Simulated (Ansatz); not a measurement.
A nudged elastic band was laid between two geometries of BH3OSSi (7 atoms, charge 0, multiplicity 1).

Theory: Ansatz, RKS PBE/def2-SVP.

```yaml
movable_images: 5
climbing_image: yes
spring: 5.0 eV/Å²
optimiser: quadratic models (default)
start_path: IDPP
force_threshold: 0.05 eV/Å
iteration_limit: 60
end_points: relaxed
```

Image 0:

```xyz
7
Properties=species:S:1:pos:R:3
O -1.068 1.498 -1.011
B -0.534 0.364 -0.501
Si 0.672 -0.675 0.634
S -0.874 -1.379 -0.799
H -0.661 2.302 -0.640
H 0.391 -1.046 2.063
H 2.074 -1.065 0.256
```

Image 6:

```xyz
7
Properties=species:S:1:pos:R:3
O -0.663 1.818 -0.637
B -0.341 0.544 -0.323
Si 0.745 -0.706 0.702
S -0.865 -1.120 -0.794
H -1.376 1.877 -1.303
H 0.409 -1.197 2.081
H 2.092 -1.216 0.275
```

Q: What changes between the two ends?

A: No bond is made or broken. The dihedral H5–O1–B2–S4 changes from -180 to 0° by way of a nearly straight angle H5–O1–B2 (up to 180°), not by a turn about the bond.

Q: Give the energies along the band, and the barrier.

A: The forces met the threshold. The highest image is number 3 of 0 to 6, 58.7 kJ/mol above the first end and 59.1 kJ/mol above the last; the last end lies 0.4 kJ/mol below the first. A vibrational analysis at the climbing image gives 2 clearly imaginary modes (837i, 500i cm⁻¹): a point of higher order, so a lower path passes nearby.

```json
{"image": "0", "path coordinate (Å)": "0.00", "energy (kJ/mol)": "0.0", "angle H5–O1–B2 (°)": "112"}
{"image": "1", "path coordinate (Å)": "0.30", "energy (kJ/mol)": "6.7", "angle H5–O1–B2 (°)": "122"}
{"image": "2", "path coordinate (Å)": "0.60", "energy (kJ/mol)": "32.8", "angle H5–O1–B2 (°)": "145"}
{"image": "3", "path coordinate (Å)": "0.90", "energy (kJ/mol)": "58.7", "angle H5–O1–B2 (°)": "180"}
{"image": "4", "path coordinate (Å)": "1.18", "energy (kJ/mol)": "35.3", "angle H5–O1–B2 (°)": "148"}
{"image": "5", "path coordinate (Å)": "1.46", "energy (kJ/mol)": "7.9", "angle H5–O1–B2 (°)": "125"}
{"image": "6", "path coordinate (Å)": "1.74", "energy (kJ/mol)": "-0.4", "angle H5–O1–B2 (°)": "113"}
```

Q: What is the geometry of the highest image?

A: 
```xyz
7
Properties=species:S:1:pos:R:3
O -0.762 1.673 -0.727
B -0.404 0.451 -0.382
Si 0.695 -0.805 0.656
S -0.913 -1.228 -0.838
H -1.017 2.557 -0.977
H 0.362 -1.315 2.033
H 2.040 -1.334 0.234
```

Time of the run: 110 s on 1 thread of Intel(R) Xeon(R) Processor @ 2.50GHz (Skylake/Cascade Lake) (shared host), peak memory 0.15 GiB.
